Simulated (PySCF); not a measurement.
SMILES [O]([Ga]([NH2])[CH]=C)CC, GFN2-xTB optimised geometry.

```
17

Ga     0.34    -0.96     0.00
C     -0.79    -2.61    -0.18
C     -2.10    -2.56    -0.29
H     -0.26    -3.56    -0.19
H     -2.71    -3.44    -0.39
H     -2.62    -1.61    -0.28
O     -0.63     0.49     0.00
C     -0.64     1.89     0.06
C      0.76     2.48     0.23
H     -1.09     2.27    -0.87
H     -1.27     2.20     0.90
H      1.39     2.15    -0.61
H      0.71     3.56     0.25
H      1.19     2.11     1.16
N      2.18    -0.96     0.00
H      2.71    -1.80     0.19
H      2.71    -0.15     0.32
```

Density from PBE0/def2-SVP (PySCF) at that geometry.

Minimum of the electron density along straight lines between bonded atoms, close to the bond critical point (lines longer than 1.1 times the sum of covalent radii, or with two minima, are not listed):

```tsv
bond	length / Å	ρ at the minimum / e bohr⁻³	∇²ρ there / e bohr⁻⁵	position (fraction from the first atom)
Ga1–C2	2.007	0.108	0.15	0.47
C2–C3	1.322	0.344	-0.93	0.50
C2–H4	1.087	0.276	-1.02	0.63
C3–H5	1.083	0.280	-1.06	0.63
C3–H6	1.081	0.283	-1.10	0.64
Ga1–O7	1.740	0.134	0.95	0.48
O7–C8	1.404	0.254	-0.35	0.66
C8–C9	1.524	0.249	-0.58	0.50
C8–H10	1.098	0.280	-1.04	0.63
C8–H11	1.099	0.279	-1.04	0.63
C9–H12	1.090	0.275	-1.00	0.62
C9–H13	1.088	0.275	-1.00	0.62
C9–H14	1.090	0.274	-0.99	0.62
Ga1–N15	1.845	0.125	0.55	0.47
N15–H16	1.011	0.329	-1.51	0.76
N15–H17	1.013	0.328	-1.50	0.76
```
